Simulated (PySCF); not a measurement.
## Correlation energy of As (arsenic, neutral)

[Ar] 3d10 4s2 4p3, high-spin 4S determinant. All numbers are calculated (PySCF 2.14, the spin-free X2C one-electron Hamiltonian (Gaussian nucleus), in cc-pVTZ-DK). Frozen: [Ar] 3d10; 5 electrons correlated.

MP2 pair energies summed by pair of shells (mhartree):

```csv
pair,energy,share (%)
4s-4p,-46.03,65.0
4p-4p,-15.23,21.5
4s-4s,-9.58,13.5
```

Total MP2 correlation energy: -70.85 mhartree.

Same-spin part -19.12 and opposite-spin part -51.73 mhartree; SCS-MP2 scales them by 1/3 and 6/5 to -68.45 mhartree.

| level | correlation energy (mhartree) |
| --- | --- |
| CCSD | -84.95 |
| (T) | -2.75 |
| CCSD(T) | -87.70 |

Diagnostics: T1 = 0.0033, D1 = 0.0083, largest double amplitude 0.053.

Cost of the coupled-cluster step: 0.53 s of wall time on 1 thread of Neoverse-N1 (shared host), for 5 correlated electrons.

Iterations:

```
CC2 = 0
CCSD nocc = (np.int64(4), np.int64(1)), nmo = (29, 29)
frozen orbitals [[0, 1, 2, 3, 4, 5, 6, 7, 8, 9, 10, 11, 12, 13], [0, 1, 2, 3, 4, 5, 6, 7, 8, 9, 10, 11, 12, 13]]
max_cycle = 100
direct = 0
conv_tol = 1e-08
conv_tol_normt = 1e-06
diis_space = 8
diis_start_cycle = 0
Init t2, MP2 energy = -0.0708501742722312
Init E_corr(UCCSD) = -0.0708501742731258
cycle = 1  E_corr(UCCSD) = -0.0820829503249892  dE = -0.0112327761  norm(t1,t2) = 0.0370895
cycle = 2  E_corr(UCCSD) = -0.0841955441936642  dE = -0.00211259387  norm(t1,t2) = 0.00988389
cycle = 3  E_corr(UCCSD) = -0.0849604368951438  dE = -0.000764892701  norm(t1,t2) = 0.00337174
cycle = 4  E_corr(UCCSD) = -0.084949205909888  dE = 1.12309853e-05  norm(t1,t2) = 0.000459195
cycle = 5  E_corr(UCCSD) = -0.0849488667835222  dE = 3.39126366e-07  norm(t1,t2) = 5.28054e-05
cycle = 6  E_corr(UCCSD) = -0.0849487073853501  dE = 1.59398172e-07  norm(t1,t2) = 1.30974e-05
cycle = 7  E_corr(UCCSD) = -0.0849488553391608  dE = -1.47953811e-07  norm(t1,t2) = 2.8021e-06
cycle = 8  E_corr(UCCSD) = -0.0849488082016352  dE = 4.71375256e-08  norm(t1,t2) = 2.98543e-07
cycle = 9  E_corr(UCCSD) = -0.0849488125641597  dE = -4.36252456e-09  norm(t1,t2) = 4.36428e-08
UCCSD converged
E(UCCSD) = -2259.099301440015  E_corr = -0.08494881256415975
UCCSD(T) correction = -0.00275099802948337
```
